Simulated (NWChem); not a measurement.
**What each level costs for H4HfS**

```
Hf
H 1 1.8480
H 1 1.8480 2 107.76
H 1 1.8519 2 109.95 3 -119.83
S 1 2.4348 2 109.73 3 119.44
H 5 1.3625 1 88.28 2 120.89
```
Charge 0, spin multiplicity 1.

Program: NWChem. The geometry was optimised at B3LYP/def2-SVP with def2 effective core potentials on Hf, a minimum by its harmonic frequencies.

Basis set: def2-TZVP (101 functions). Each entry is one whole single-point run; the coupled-cluster runs use the TCE module, and the SCF and DFT modules converge to different thresholds.

Effective core potentials replace the inner electrons of Hf; spin-orbit coupling is left out. The correlated methods keep 5 core orbitals frozen. B3LYP has NWChem's definition, with VWN1-RPA local correlation. The structure started from a generated list of species.

Task: Roughly how much processor time does each of these take, relative to RHF: MP2, B2PLYP, PBE, B3LYP, M06-2X, CR-CCSD(T)?

Result: B3LYP about the same, within a factor of 3; PBE about the same, within a factor of 3; MP2 about the same, within a factor of 3; M06-2X about 3; B2PLYP about 4; CR-CCSD(T) about 60 (rough ratios from shared machines).
